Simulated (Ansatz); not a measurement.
# Isomers

Structures of BSiNH₄S, closed shell, relaxed at PBE0-D4/def2-TZVP (vibrations not checked; lower isomers may exist, and structures with a doubtful reference or unclear bonds are left out). Computed with Ansatz 0.2.0 (basis: def2-TZVPP); correlated methods freeze the cores. B3LYP uses VWN-RPA correlation.

Question: Rank them by CCSD(T) energy, lowest first, and give each one's height above the lowest. Links in brackets join atoms within 1.22 times the sum of their covalent radii (1.1 for two metals). (To be estimated.)
A.
BSiNH₄S ([BH][N][SiH2][SH])
```
8
angstrom
B -0.1566 1.5240 -1.5302
N 0.1340 0.7679 -0.5814
Si 0.5070 -0.3011 0.6859
S -0.4374 -2.2039 0.4753
H -0.4288 2.2377 -2.4188
H 0.1001 0.3238 1.9668
H 1.9551 -0.6144 0.6887
H -1.6735 -1.7339 0.7136
```
B.
BSiNH₄S ([BH2][Si]([NH])[SH])
```
8
angstrom
B -0.9006 1.5191 -0.1890
Si 0.1833 -0.1395 0.0621
N 1.6381 -0.0289 0.7134
S -0.8649 -1.8555 -0.6309
H -1.9772 1.4795 -0.7020
H -0.4512 2.5566 0.1838
H 2.2603 -0.8100 0.8726
H 0.1122 -2.7212 -0.3101
```
C.
BSiNH₄S ([SiH][N]1[BH2][SH]1)
```
8
angstrom
B 0.7193 -0.2241 0.8885
N 0.1100 0.3936 -0.3138
Si 0.0076 1.7687 -1.3244
S -0.5222 -1.2038 -0.4258
H -0.9447 1.1278 -2.3357
H 0.1745 -0.0694 1.9451
H 1.8265 -0.6715 0.8099
H -1.6617 -1.0401 0.2802
```
D.
BSiNH₄S ([SH][SiH]1[BH][NH]1)
```
8
angstrom
S -1.4430 1.8411 -0.4772
Si 0.0274 0.6466 0.4967
B 1.1179 -0.7393 -0.2627
N -0.0611 -1.0958 0.3704
H -1.1118 1.4452 -1.7171
H 0.0519 1.1675 1.8832
H 1.9829 -1.3115 -0.8420
H -0.5640 -1.9536 0.5489
```

Answer: Computed: A (0.000 eV), D (0.945 eV), B (2.610 eV), C (3.112 eV). Heights count from the lowest.

Question: Do PBE-D4, r2SCAN-D4, PBE0-D4, B3LYP-D4, wB97M-V, HF, MP2 give the same order? (A judgement: the text doesn't fix the answer.)

Answer: Computed: All do.

No T1 diagnostic of these runs exceeds 0.019. The restricted Hartree–Fock reference is unstable towards an unrestricted one at one or more of these structures.

For scale, one of the runs: CCSD(T)/def2-TZVPP, 202 basis functions, launched by `ansatz run in.yaml --threads 2 --pin off --events-out ev --progress --plain --max-ram 4352MiB`. Hardware: 2 CPU threads of an Arm Neoverse V2, shared host. Wall time 71 s; peak host memory 2.3 GiB.
